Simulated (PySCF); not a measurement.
Does the answer move with the share of exact exchange?

Species: C3H5GeNSe.
Numbering: `[GeH3:1][c:2]1[cH:3][cH:4][se:5][n:6]1` (hydrogens: H7, H8, H9 on Ge1; H10 on C3; H11 on C4)

Geometry (PBE0-D3(BJ)/def2-SVP, Å), atoms numbered from 1 in this order:
```
atom  x, y, z in Å
Ge1   -1.9596   -0.2612    0.1952
C2    -0.0433   -0.2770   -0.2120
C3     0.9168    0.6389    0.3400
C4     2.1846    0.4144   -0.1169
Se5    2.1710   -1.0073   -1.2913
N6     0.3802   -1.1857   -1.0557
H7    -2.1543   -0.2805    1.7235
H8    -2.6139   -1.4891   -0.4457
H9    -2.5888    1.0320   -0.3572
H10    0.6617    1.4276    1.0504
H11    3.0873    0.9666    0.1469
```

PySCF, def2-SVPD basis, density fitting, gas phase, PBE0-D3(BJ)/def2-SVP geometry; singlet excitations by full TDDFT with frozen cores, triplets by Tamm–Dancoff TDDFT and ionisation energies by ΔSCF, from the lowest of the holes tried. One functional is left out:

| functional | exact exchange (%) | HOMO energy (eV) | LUMO energy (eV) | lowest singlet excitation (eV) | lowest triplet excitation (eV) | dipole moment (D) | mean polarisability (au) | vertical ionisation energy (eV) |
| --- | --- | --- | --- | --- | --- | --- | --- | --- |
| LDA | 0 | -6.45 | -2.39 | 4.52 | 3.79 | 2.175 | 103.7 | 9.62 |
| PBE | 0 | -6.27 | -2.19 | 4.58 | 3.73 | 2.126 | 102.6 | 9.01 |
| PBE0 | 25 | -7.25 | -1.36 | 4.91 | 3.80 | 2.216 | 98.9 | 9.11 |
| BHandHLYP | 50 | -8.06 | -0.38 | 5.12 | 3.76 | 2.312 | 96.6 | 8.99 |

Q: Predict the row of B3LYP (20 % exact exchange) by straight lines through the other rows, and check it.

A: 
```csv
property,line,computed,computed − line,"PBE0 (25 %), for comparison"
HOMO energy (eV),-7.05,-7.04,+0.01,-7.25
LUMO energy (eV),-1.53,-1.54,-0.01,-1.36
lowest singlet excitation (eV),4.80,4.83,+0.03,4.91
lowest triplet excitation (eV),3.77,3.80,+0.03,3.80
dipole moment (D),2.211,2.214,+0.003,2.216
mean polarisability (au),100.3,100.0,-0.3,98.9
vertical ionisation energy (eV),9.17,9.12,-0.05,9.11
```
